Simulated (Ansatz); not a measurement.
`N[AsH][SiH3]` + H₂Te → `N[AsH][TeH]` + SiH₄ at 500 K and 1 bar (cleavage of the As–Si bond).

Isolated molecules relaxed with PBE0-D4/def2-TZVP in Ansatz; ΔE leaves out vibrations. CBS: MP2 limit from def2 TZ/QZ plus the TZ coupled-cluster correction, frozen cores. This one scheme is used for every species. Elements past krypton have def2 core potentials. For As, Te outer-core shells are correlated without core-valence functions, which leaves a few kJ/mol of doubt a bond. Scalar relativity is left out up to krypton. One conformer a species, not always the lowest.

```
       species  CCSD(T)/CBS energy (Eh)  H − E (kJ/mol)  S (J/(mol·K))
`N[AsH][SiH3]`              -2582.38925           196.6          383.6
          H₂Te               -268.91024            48.9          247.6
 `N[AsH][TeH]`              -2559.85306           146.2          383.4
          SiH₄               -291.46306           102.4          230.9
```

H − E and S are ideal-gas, rigid-rotor, harmonic terms from PBE0-D4/def2-TZVP, for one conformer and one mirror image of each species. 1 Eh = 2625.50 kJ/mol, R = 8.31446 J/(mol·K).

By hand: ΔE, ΔH, ΔS and ΔG.

ΔE = (-2559.85306) + (-291.46306) − (-2582.38925) − (-268.91024) = -0.01663 Eh = -43.7 kJ/mol. Δ(H − E) = 146.2 + 102.4 − 196.6 − 48.9 = 3.1, so ΔH = -40.6 kJ/mol. ΔS = 383.4 + 230.9 − 383.6 − 247.6 = -16.9 J/(mol·K). ΔG = -40.6 − 500 × (-16.9)/1000 = -32.2 kJ/mol.

By hand: the equilibrium constant, and the temperature at which ΔG would vanish if ΔH and ΔS stayed fixed.

log₁₀ K = −ΔG/(RT ln 10) = 3.4. ΔG = 0 at ΔH/ΔS = 2402 K, though so small a ΔS makes that figure unsure.

ΔH outweighs TΔS. A doubt of 5 kJ/mol in ΔE shifts log₁₀ K by 0.5 here. Other conformers and mirror images would add mixing entropy, several J/(mol·K) or more a flexible species. These are equilibria of isolated gas molecules and say nothing of rates. Largest T1 diagnostic: 0.012 (customary marks: 0.02 for closed shells, 0.045 for open ones).
